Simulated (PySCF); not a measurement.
Molecule: SMILES C=C[C@@H]1OCO[C@@H](F)O1, C5H7FO3.

Geometry (Å), atoms numbered from 1 in this order:
```xyz
16

C     2.8349    0.2268   -0.3784
C     1.7877   -0.2284    0.2798
C     0.3741    0.0494   -0.1279
O    -0.2951    0.6809    0.9355
C    -1.6395    0.8610    0.6259
O    -2.2730   -0.3685    0.3258
C    -1.5961   -1.0563   -0.6404
F    -1.7901   -0.4114   -1.8603
O    -0.2593   -1.1960   -0.4266
H     3.8380    0.0130   -0.0531
H     2.7329    0.8278   -1.2667
H     1.8774   -0.8335    1.1679
H     0.3303    0.6896   -1.0297
H    -2.1347    1.2579    1.5124
H    -1.7533    1.5499   -0.2309
H    -2.0417   -2.0531   -0.7408
```

Frames of a GFN2-xTB Langevin trajectory at 200 K; GIAO PBE0/pcSseg-1 shieldings in PySCF 2.14, gas phase, non-relativistic; equivalent atoms averaged within each frame.

δ = σ(ref) − σ, references computed at the same level: TMS for ¹³C (σref 186.93), ¹H (σref 31.72); ¹⁷O (σref 336.08) vs H2O; CFCl3 for ¹⁹F (σref 170.95). The references are static minima.

Question: How do the shifts (ppm) fluctuate along the trajectory?

Answer: 
```tsv
time (fs)	C2	C1	C7	C3	C5	O9	O4	O6	F8	H16
optimised geometry	143.1	128.9	117.7	100.7	89.9	141.8	111.1	120.0	-118.8	6.27
250	147.8	132.8	118.6	100.5	91.5	147.0	127.2	114.1	-120.0	6.74
425	146.2	127.6	117.2	95.5	95.6	153.5	116.8	124.4	-114.8	6.59
625	151.3	136.2	123.3	97.4	92.0	165.9	108.5	122.7	-106.8	6.28
800	149.2	126.2	122.2	94.5	91.7	141.9	95.2	133.5	-113.4	6.70
1000	143.6	127.9	114.3	95.1	86.5	133.9	102.9	112.2	-118.6	6.64
mean of frames	147.6	130.1	119.1	96.6	91.5	148.4	110.1	121.4	-114.7	6.59
standard deviation	2.9	4.2	3.7	2.4	3.2	12.1	12.4	8.6	5.2	0.18
```

5 frames give an uncertainty of the mean of about the standard deviation over 2.2 at best, since frames this close in time may not be independent; classical motion lacks zero-point vibration, and the reference would need the same averaging.
